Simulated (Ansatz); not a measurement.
Geometry optimisation, RHF/6-31G* (Ansatz 0.2.0).

Input:

```yaml
crystal:
  periodic: [false, false, false]
  atoms:
    - { symbol: Si, position_ang: [-0.161193, 0.258228, 0.060893] }
    - { symbol: O, position_ang: [-0.574179, 0.331882, 1.663597] }
    - { symbol: Si, position_ang: [-1.523955, -0.150405, 2.904525] }
    - { symbol: H, position_ang: [-2.503474, -1.159165, 2.447291] }
    - { symbol: H, position_ang: [-0.683487, -0.745811, 3.958322] }
    - { symbol: H, position_ang: [-2.249029, 1.003973, 3.461739] }
    - { symbol: H, position_ang: [1.276829, 0.515955, -0.083094] }
    - { symbol: H, position_ang: [-0.915038, 1.291101, -0.676438] }
    - { symbol: H, position_ang: [-0.499624, -1.059021, -0.513161] }
    - { symbol: Si, position_ang: [1.62112, -2.479455, 1.140176] }
    - { symbol: H, position_ang: [0.735347, -3.588326, 0.737657] }
    - { symbol: H, position_ang: [2.35523, -1.987376, -0.039471] }
    - { symbol: H, position_ang: [2.590099, -2.980581, 2.140617] }
    - { symbol: H, position_ang: [0.825453, -1.399199, 1.724846] }
basis:
  gaussian: { orbitals: "6-31G*" }
hamiltonian:
  xc: hf
relax:
  f_tol: 0.03
  max_steps: 50
```

Launched with:

```bash
$ ansatz run input.yaml --threads 1 --pin off --max-ram 2048MiB --backend cpu --events-out ev --progress --plain --runs-dir out
```

**Question.** Where does it end, and by what steps?

**Answer.** It converged. The force dipped under the threshold on the way, but the program's further checks kept it going. After 14 steps the energy has fallen by 0.379 eV; H11 moved furthest, 0.99 Å.

```
step  energy less start (eV)  largest force component (eV/Å)  accepted
   0                  0.0000                           0.716       yes
   1                 -0.2041                           0.488       yes
   2                 -0.3030                           0.251       yes
   3                 -0.3466                           0.089       yes
   4                 -0.3621                           0.095       yes
   5                 -0.3685                           0.019       yes
   6                 -0.3725                           0.155       yes
   7                 -0.3514                           0.371        no
   8                 -0.3764                           0.009       yes
   9                 -0.3777                           0.019       yes
  10                 -0.3774                           0.139        no
  11                 -0.3777                           0.068       yes
  12                 -0.3789                           0.041       yes
  13                 -0.3790                           0.039       yes
  14                 -0.3793                           0.014       yes
```

```xyz
14
Properties=species:S:1:pos:R:3
Si -0.531 0.779 0.017
O -1.251 0.692 1.474
Si -1.804 0.172 2.914
H -2.408 -1.167 2.775
H -0.699 0.098 3.888
H -2.824 1.110 3.413
H 0.903 1.080 0.178
H -1.161 1.845 -0.779
H -0.670 -0.503 -0.700
Si 2.148 -3.252 1.149
H 1.306 -4.396 0.750
H 2.793 -2.674 -0.045
H 3.182 -3.708 2.097
H 1.308 -2.227 1.797
```

Whether the end is a true minimum wasn't checked by a vibrational analysis.

Run time: 38 s on 1 thread of Arm Neoverse V1, on a shared host, peak memory 0.18 GiB.
